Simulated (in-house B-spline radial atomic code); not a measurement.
## The aluminium ion Al²⁺: [Ne] 3s1

Computed with a B-spline radial code for spherical atoms: non-relativistic BP86, spin-polarised, spherical fractional occupations, point nucleus.

Z_r = [3n² - l(l+1)]/(2<r>); Z_e = n√(-2ε); the last column is Slater's effective charge. Values are occupation-weighted means over spin.

| shell | electrons | ε (eV) | <r> (bohr) | Z_r | Z_e | Slater |
| --- | --- | --- | --- | --- | --- | --- |
| 1s | 2 | -1529.7 | 0.1205 | 12.45 | 10.60 | 12.70 |
| 2s | 2 | -128.37 | 0.6264 | 9.58 | 6.14 | 8.85 |
| 2p | 6 | -90.348 | 0.6009 | 8.32 | 5.15 | 8.85 |
| 3s | 1 | -24.561 | 2.191 | 6.16 | 4.03 | 4.20 |

The least bound orbital is 3s up at -24.56 eV, and it is also the most diffuse (<r> = 2.191 bohr).
